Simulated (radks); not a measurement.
The numbers below are computed, except where a source is named.
Ho29+, configuration [Kr] 4d2 (the NIST ground configuration).

Code: a radial shooting solver on a logarithmic mesh with Libxc functionals. Model: Dirac Kohn-Sham, BLYP, spin-unpolarised, spherical densities, finite nucleus; open shells fill j = l - 1/2 first; Fermi nuclear charge, rms radius 5.2022 fm.

Energy parts (hartree):
part                       energy
total                 -12206.6680
kinetic                13474.9770
electron-nucleus      -28619.5124
Hartree                 3170.3896
exchange-correlation    -232.5222

Orbitals (lengths in bohr, moments of r in powers of bohr):
orbital  occ.  eigenvalue (hartree)  <1/r>       <r^4>
1s1/2       2             -2075.471  76.04   9.259e-07
2s1/2       2             -379.1130  18.26   0.0001437
2p1/2       2             -362.7731  18.23  0.00008817
2p3/2       4             -331.2604  15.89   0.0001191
3s1/2       2             -113.5249  6.734    0.005283
3p1/2       2             -106.4404  6.651    0.004725
3p3/2       4             -99.72861  6.056    0.005865
3d3/2       4             -87.69863  5.937    0.004067
3d5/2       6             -86.22247  5.791    0.004345
4s1/2       2             -48.46450  3.105     0.08964
4p1/2       2             -45.52607  3.032     0.09250
4p3/2       4             -43.58298  2.840      0.1088
4d3/2       2             -38.75043  2.712      0.1114
4d5/2       0             -38.33986  2.667      0.1164

The highest occupied level is 4d3/2 at -1054.5 eV. The electron density at the nucleus is 8.064e+05 e/bohr^3. For comparison, the ionisation energy in NIST's Atomic Spectra Database is 1077 eV (theoretical). In exact Kohn-Sham theory the highest level is minus the ionisation energy, but local and semilocal functionals leave it too shallow, through self-interaction and a potential that decays too fast; potentials with the right tail come closer.

Beside tabulated values, note that spin-unpolarised runs miss the spin-polarisation part of the exchange energy of open shells.
